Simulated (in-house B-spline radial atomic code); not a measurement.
Inner levels of holmium as electrons are removed. A shift is the extra binding of the orbital against the neutral atom ([Xe] 4f11 6s2). Computed with a radial B-spline atomic code at the basis-set limit: non-relativistic Hartree-Fock, average of the configuration, point nuclei.

This level leaves out relativity, spin-orbit splitting included, which matters for heavy ions.

```json
{"ion": "Ho30+", "configuration": "[Kr] 4d1", "shift of 1s (eV)": "1113.65", "shift of 2p (eV)": "1114.43", "shift of 3p (eV)": "1077.63", "radius of 1s (bohr)": "0.02263", "radius of 2p (bohr)": "0.081414", "radius of 3p (bohr)": "0.23273", "Σ<r²> (bohr²)": "3.5908", "change of density at nucleus (bohr⁻³)": "291.33"}
{"ion": "Ho31+", "configuration": "[Ar] 3d10 4s2 4p6", "shift of 1s (eV)": "1177.99", "shift of 2p (eV)": "1177.98", "shift of 3p (eV)": "1135.21", "radius of 1s (bohr)": "0.022631", "radius of 2p (bohr)": "0.081399", "radius of 3p (bohr)": "0.23239", "Σ<r²> (bohr²)": "3.2822", "change of density at nucleus (bohr⁻³)": "329.9"}
{"ion": "Ho32+", "configuration": "[Ar] 3d10 4s2 4p5", "shift of 1s (eV)": "1245.36", "shift of 2p (eV)": "1241.33", "shift of 3p (eV)": "1192", "radius of 1s (bohr)": "0.02263", "radius of 2p (bohr)": "0.081387", "radius of 3p (bohr)": "0.23241", "Σ<r²> (bohr²)": "2.9786", "change of density at nucleus (bohr⁻³)": "372.75"}
{"ion": "Ho33+", "configuration": "[Ar] 3d10 4s2 4p4", "shift of 1s (eV)": "1313.73", "shift of 2p (eV)": "1305.54", "shift of 3p (eV)": "1249.44", "radius of 1s (bohr)": "0.022629", "radius of 2p (bohr)": "0.081371", "radius of 3p (bohr)": "0.23214", "Σ<r²> (bohr²)": "2.6826", "change of density at nucleus (bohr⁻³)": "416.52"}
{"ion": "Ho34+", "configuration": "[Ar] 3d10 4s2 4p3", "shift of 1s (eV)": "1383.11", "shift of 2p (eV)": "1370.61", "shift of 3p (eV)": "1307.53", "radius of 1s (bohr)": "0.022629", "radius of 2p (bohr)": "0.081355", "radius of 3p (bohr)": "0.23186", "Σ<r²> (bohr²)": "2.394", "change of density at nucleus (bohr⁻³)": "461.22"}
{"ion": "Ho35+", "configuration": "[Ar] 3d10 4s2 4p2", "shift of 1s (eV)": "1453.48", "shift of 2p (eV)": "1436.53", "shift of 3p (eV)": "1366.24", "radius of 1s (bohr)": "0.022628", "radius of 2p (bohr)": "0.081339", "radius of 3p (bohr)": "0.23158", "Σ<r²> (bohr²)": "2.1124", "change of density at nucleus (bohr⁻³)": "506.84"}
{"ion": "Ho36+", "configuration": "[Ar] 3d10 4s2 4p1", "shift of 1s (eV)": "1524.86", "shift of 2p (eV)": "1503.3", "shift of 3p (eV)": "1425.59", "radius of 1s (bohr)": "0.022627", "radius of 2p (bohr)": "0.081322", "radius of 3p (bohr)": "0.23128", "Σ<r²> (bohr²)": "1.8377", "change of density at nucleus (bohr⁻³)": "553.4"}
{"ion": "Ho37+", "configuration": "[Ar] 3d10 4s2", "shift of 1s (eV)": "1597.23", "shift of 2p (eV)": "1570.92", "shift of 3p (eV)": "1485.57", "radius of 1s (bohr)": "0.022627", "radius of 2p (bohr)": "0.081304", "radius of 3p (bohr)": "0.23098", "Σ<r²> (bohr²)": "1.5696", "change of density at nucleus (bohr⁻³)": "600.89"}
{"ion": "Ho38+", "configuration": "[Ar] 3d10 4s1", "shift of 1s (eV)": "1668.1", "shift of 2p (eV)": "1638.02", "shift of 3p (eV)": "1545.83", "radius of 1s (bohr)": "0.022627", "radius of 2p (bohr)": "0.081288", "radius of 3p (bohr)": "0.23068", "Σ<r²> (bohr²)": "1.3059", "change of density at nucleus (bohr⁻³)": "-107.54"}
{"ion": "Ho39+", "configuration": "[Ar] 3d10", "shift of 1s (eV)": "1739.84", "shift of 2p (eV)": "1705.88", "shift of 3p (eV)": "1606.66", "radius of 1s (bohr)": "0.022626", "radius of 2p (bohr)": "0.081271", "radius of 3p (bohr)": "0.23038", "Σ<r²> (bohr²)": "1.0479", "change of density at nucleus (bohr⁻³)": "-837.38"}
{"ion": "Ho40+", "configuration": "[Ar] 3d9", "shift of 1s (eV)": "1878.74", "shift of 2p (eV)": "1840.72", "shift of 3p (eV)": "1707.2", "radius of 1s (bohr)": "0.022627", "radius of 2p (bohr)": "0.081196", "radius of 3p (bohr)": "0.22889", "Σ<r²> (bohr²)": "0.98563", "change of density at nucleus (bohr⁻³)": "-744.84"}
{"ion": "Ho41+", "configuration": "[Ar] 3d8", "shift of 1s (eV)": "2019.98", "shift of 2p (eV)": "1977.61", "shift of 3p (eV)": "1808.94", "radius of 1s (bohr)": "0.022627", "radius of 2p (bohr)": "0.081118", "radius of 3p (bohr)": "0.22742", "Σ<r²> (bohr²)": "0.92543", "change of density at nucleus (bohr⁻³)": "-650.12"}
{"ion": "Ho42+", "configuration": "[Ar] 3d7", "shift of 1s (eV)": "2163.54", "shift of 2p (eV)": "2116.54", "shift of 3p (eV)": "1911.89", "radius of 1s (bohr)": "0.022627", "radius of 2p (bohr)": "0.081037", "radius of 3p (bohr)": "0.22597", "Σ<r²> (bohr²)": "0.86724", "change of density at nucleus (bohr⁻³)": "-553.23"}
{"ion": "Ho43+", "configuration": "[Ar] 3d6", "shift of 1s (eV)": "2309.42", "shift of 2p (eV)": "2257.52", "shift of 3p (eV)": "2016.05", "radius of 1s (bohr)": "0.022627", "radius of 2p (bohr)": "0.080954", "radius of 3p (bohr)": "0.22453", "Σ<r²> (bohr²)": "0.81098", "change of density at nucleus (bohr⁻³)": "-454.15"}
{"ion": "Ho44+", "configuration": "[Ar] 3d5", "shift of 1s (eV)": "2457.63", "shift of 2p (eV)": "2400.51", "shift of 3p (eV)": "2121.41", "radius of 1s (bohr)": "0.022627", "radius of 2p (bohr)": "0.080868", "radius of 3p (bohr)": "0.2231", "Σ<r²> (bohr²)": "0.75656", "change of density at nucleus (bohr⁻³)": "-352.89"}
{"ion": "Ho45+", "configuration": "[Ar] 3d4", "shift of 1s (eV)": "2608.15", "shift of 2p (eV)": "2545.53", "shift of 3p (eV)": "2227.97", "radius of 1s (bohr)": "0.022627", "radius of 2p (bohr)": "0.08078", "radius of 3p (bohr)": "0.22169", "Σ<r²> (bohr²)": "0.7039", "change of density at nucleus (bohr⁻³)": "-249.44"}
```
